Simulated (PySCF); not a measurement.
Ga(H)(F)(vinyl) (C2H4FGa), SMILES [CH](=C)[GaH][F]. Geometry optimised at B3LYP-D3(BJ)/def2-SVP. The structure was generated by enumeration; whether it is a known compound was not checked. Other conformers were not sampled.

Calculation: PySCF with B3LYP-D3(BJ)/def2-SVP.

Harmonic wavenumbers (cm⁻¹): 80, 119, 285, 411, 523, 570, 631, 690, 999, 1001, 1048, 1258, 1418, 1648, 1987, 3102, 3143, 3189. Rotational constants (GHz): 17.43, 2.678, 2.321; symmetry number 1.

Work out the zero-point energy and the ideal-gas rigid-rotor harmonic-oscillator thermochemistry at 298.15 K and 1 atm.

ZPE = ½ Σ hcν = ½ × 22102 cm⁻¹ = 31.60 kcal/mol. H − E(el) = 35.84 kcal/mol. Entropy in cal/(mol K): translation 40.18, rotation 25.50, vibration 11.58, total 77.26. G − E(el) = 12.80 kcal/mol. Cp = 20.51 cal/(mol K). Modes under 150 cm⁻¹ make the vibrational entropy uncertain.
